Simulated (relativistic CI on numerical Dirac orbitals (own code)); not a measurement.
# Ru4+: L-alpha,beta X-ray emission

Computed with this model: Dirac-Coulomb-Breit CI, KLI orbitals optimised for each configuration, QED by a radiative potential, valence Slater integrals scaled by 0.7, multiplet model of X-ray emission after core ionisation; configurations [Kr] 4d4 → [He] 2s2 2p5 3s2 3p6 3d10 4s2 4p6 4d4 → [Ar] 3d9 4s2 4p6 4d4; 80 K; Lorentzian 2 eV and Gaussian 0.6 eV FWHM. Energies are those of the free ion, without screening or charge transfer. S is read from ⟨S²⟩ = S(S + 1).

Field parameters in Wybourne normalisation: Oh B⁴₀ = 21Dq, B⁴₄ = √(5/14) B⁴₀. The field is a parameter set, without covalency.

free ion: ground-state S = 1.96, centroid 2602.59 eV. Peaks (eV, height): 2560.4 (100), 2680.2 (6), 2686.0 (42).

Oh, 10Dq = 40200 cm⁻¹: ground-state S = 1.00, centroid 2602.66 eV. Peaks (eV, height): 2560.4 (100), 2685.4 (49).

Strongest unbroadened transitions for free ion:

```csv
Energy (eV),Relative strength
2556.41,3.2
2559.56,8.1
2559.98,20.4
2560.01,12.6
2560.25,8.7
2560.38,3.9
2560.47,100.0
2560.54,16.3
2561.03,4.6
2683.48,3.3
2685.04,3.6
2685.61,5.5
2685.63,13.7
2685.92,4.7
2686.15,16.3
2686.19,4.5
2686.27,3.7
2686.54,11.3
```
